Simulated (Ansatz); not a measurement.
## Ligand exchange: GaH2Cl + CH2FI → GaH2F + CH2ClI

Gas-phase species: GaH2Cl `[Cl][GaH2]`, singlet; CH2FI (fluoroiodomethane) `FCI`, singlet; GaH2F `[F][GaH2]`, singlet; CH2ClI (chloroiodomethane) `ClCI`, singlet. The partners trade Cl for F: Ga–Cl and C–F bonds give way to Ga–F and C–Cl.

Shapes, held fixed at every level: PBE0-D4/def2-TZVP. Programs: Ansatz 0.2.0. The zero-point and thermal change to 298 K, harmonic and unscaled (PBE0-D4/def2-TZVP), is -2.4 kJ/mol.

```csv
level,kind,ΔH(298 K) (kJ/mol),less CCSD(T)/def2-TZVPP
HF/def2-TZVPP,Hartree–Fock,+29.3,+19.4
PBE-D4/def2-TZVPP,GGA,+13.1,+3.2
r2SCAN-D4/def2-TZVPP,meta-GGA,+16.8,+6.9
PBE0-D4/def2-TZVPP,global hybrid,+17.5,+7.6
wB97M-V/def2-TZVPP,range-separated hybrid,+14.3,+4.4
MP2/def2-TZVPP,perturbation theory,+1.3,-8.6
CCSD/def2-TZVPP,coupled cluster or CI,+12.3,+2.4
CCSD(T)/def2-TZVPP,coupled cluster or CI,+9.9,0.0
```

The highest level, CCSD(T)/def2-TZVPP, gives ΔH(298 K) = +9.9 kJ/mol; the levels span +1.3 to +29.3. The column of differences is taken from that level and isn't an error. No measured value is set beside it here. For atoms past krypton def2 sets carry core potentials with scalar relativity. Relativity is left out for Ga. Outer-core shells of Ga, I are correlated, in sets that cover them unevenly.
